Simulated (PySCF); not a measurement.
Compound: C₄H₅ClO₂Si.
Bonds: Si1–O2, O2–C3, C3–C4 (aromatic), C4–C5 (aromatic), C5–C6 (aromatic), C6–Cl7, C6–O8 (aromatic), C3–O8 (aromatic). Hydrogens: H9, H10, H11 on Si1; H12 on C4; H13 on C5.

NICS = −σ at a ghost point: NICS(0) at the centroid of the ring atoms, NICS(1) 1 Å to either side along the normal of their mean plane, zz for the tensor component along that normal. Level: GIAO PBE0/pcSseg-1 (PySCF, non-relativistic, gas phase) on the GFN2-xTB geometry, one conformer.

Ring bond lengths (Å), with Mayer bond orders in brackets: C3–C4 1.361 (1.57), C4–C5 1.422 (1.22), C5–C6 1.357 (1.54), C6–O8 1.356 (1.01), O8–C3 1.355 (1.05).

Question: What do the NICS probes read (ppm)?

Answer: 
```csv
ring,type,NICS(0),"NICS(1), two faces","NICS(1)zz, two faces",rms pucker (Å),"centre to ring atoms, mean (Å)"
C3–C4–C5–C6–O8,5-membered ring with O; formal bonds all aromatic,-12.1,-8.5 / -8.5,-20.3 / -20.3,0.00,1.17
```

Question: What do they say, and how far can they be read as aromaticity?

Answer: 
- C3–C4–C5–C6–O8: mean NICS(1)zz -20.3 ppm, shielded, aromatic by this magnetic criterion (flat ring, no four-coordinate atom).

Question: How equal are the bonds by HOMA? HOMA = 1 − mean of α(R − Ropt)² over the ring bonds, with Krygowski's 1993 parameters (CC: Ropt 1.388 Å, α 257.7 Å⁻²; CO: Ropt 1.265 Å, α 157.38 Å⁻²).

Answer: 
- C3–C4–C5–C6–O8: HOMA 0.34; the largest term is that of C6–O8, α(R − Ropt)² = 1.31.

Question: List the ring angles and the Hirshfeld charges of the ring atoms.

Answer: 
- C3–C4–C5–C6–O8: C3 110.8° (+0.136 e), C4 106.0° (-0.113 e), C5 105.8° (-0.094 e), C6 111.1° (+0.045 e), O8 106.2° (-0.071 e); sum 540.0° against 540° for a flat convex ring.

On one thread of an Arm Neoverse N1, no GPU, shared host, this took 55 s wall (with the writing of density and orbital grids) and 0.94 GiB of memory at its peak. This is the whole shielding run at PBE0/pcSseg-1, SCF included.

The values belong to the conformer `[SiH3:1][O:2][c:3]1[cH:4][cH:5][c:6]([Cl:7])[o:8]1`: Si1–O2–C3–C4 -179°.
